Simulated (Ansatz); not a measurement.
BGeH₅O, SMILES `B[O][GeH3]`, relaxed with RKS PBE-D4/def2-SVP in Ansatz from a rough embedded geometry. The force threshold is 0.03 eV/Å; the program also tests the step.

Charge 0, multiplicity 1.

Start:

```xyz
8

B     0.570    0.471    1.230
O    -0.539   -0.316    0.920
Ge   -0.485   -0.435   -0.851
H     1.581    0.008    1.489
H     0.494    1.670    1.371
H    -0.640    0.993   -1.490
H    -1.742   -1.296   -1.343
H     0.761   -1.095   -1.325
```

Q: How much energy does the relaxation release, and in how many steps? (Estimate.)

A: Ansatz gave: 0.85 eV, in 11 steps.

Q: Which bonds change most? (Best estimate.)

A: Ansatz gave: B1–H4 from 1.142 to 1.228 Å; Ge3–H8 from 1.487 to 1.550 Å; O2–Ge3 from 1.776 to 1.831 Å; Ge3–H7 from 1.600 to 1.546 Å.

Q: Give the relaxed structure. (Estimate.)

A: Computed: 
```xyz
8

B     0.567    0.570    1.373
O    -0.442    0.574    0.473
Ge   -0.508   -0.406   -1.073
H     1.569   -0.122    1.206
H     0.439    1.283    2.356
H    -0.705    0.628   -2.206
H    -1.739   -1.331   -0.924
H     0.819   -1.196   -1.204
```
